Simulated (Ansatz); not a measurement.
Isolated molecules relaxed with PBE0-D4/def2-TZVP in Ansatz; ΔE leaves out vibrations. CBS: MP2 limit from def2 TZ/QZ plus the TZ coupled-cluster correction, frozen cores. Functionals use def2-TZVPP. B3LYP here is the variant with VWN-RPA as its local correlation; programs differ in this. Elements past krypton have def2 core potentials. For Sn outer-core shells are correlated without core-valence functions, which leaves a few kJ/mol of doubt a bond. One conformer a species, not always the lowest.

`[CH3][SnH2][CH2][AlH2]` → `[CH3][Al]([CH3])[SnH3]`  (isomerisation)

**Question.** Is it downhill or uphill in electronic energy at CCSD(T)/CBS, and by how much? (Estimate.)

**Answer.** Computed: Downhill: ΔE = -61.4 kJ/mol.

**Question.** What do these levels give: r2SCAN-D4, B3LYP-D4, HF/def2-TZVPP, CCSD(T)/def2-TZVPP, HF/def2-QZVPP, MP2/CBS(def2)? (Estimate.)

**Answer.** Ansatz gave: r2SCAN-D4 -78.4, B3LYP-D4 -74.5, HF/def2-TZVPP -69.7, CCSD(T)/def2-TZVPP -62.8, HF/def2-QZVPP -68.3, MP2/CBS(def2) -55.6 kJ/mol.

Largest T1 diagnostic among the species: 0.012.

The D4 term adds +5.3 kJ/mol with B3LYP and +2.5 kJ/mol with PBE0; it sums over pairs of atoms, weighted by their polarisabilities, and B3LYP, whose exchange is more repulsive, gets the larger term. In def2-TZVPP, CCSD(T) changes the Hartree–Fock value by +6.8 kJ/mol (the triples alone add +2.2 kJ/mol) and MP2 by +12.6 kJ/mol.
